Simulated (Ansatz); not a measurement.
A made-up structure of H$_{2}$SeSO, singlet:

O1  (-0.836, -1.354, 0.060)
Se2  (-0.045, -0.250, -1.117)
S3  (1.529, 0.683, 0.041)
H4  (-1.500, -0.841, 0.533)
H5  (-0.144, 0.598, -2.362)
(Å)

It is relaxed with PBE-D4/def2-SVP and then PBE0-D4/def2-TZVP (Ansatz 0.2.0). Atoms count as bonded within 1.22 times the sum of their covalent radii (H–H: 0.88 Å). The end point is not checked to be a true minimum.

Question: Does its bonding change? (Judge from chemistry; the calculation decides.)

Answer: By the calculation: No: no bond forms or breaks.

Where it ends: The first stage lowers the energy by 2.21 eV in 9 steps. It ends as H₂SeSO ([OH][SeH][S]):
O1  (-1.047, -1.195, -0.270)
Se2  (0.358, -0.534, -1.174)
S3  (1.374, 0.725, 0.104)
H4  (-1.200, -0.584, 0.465)
H5  (-0.480, 0.425, -1.970)
(Å)

Labels in which every atom is bracketed show which atoms are joined, not bond orders.

For scale, one of the runs: PBE0-D4/def2-TZVP relaxation, 128 basis functions, launched by `ansatz run in.yaml --threads 2 --pin off --events-out ev --progress --plain --max-ram 4352MiB`. The run took about 20 s on 2 CPU threads of an Arm Neoverse V1 (shared host).
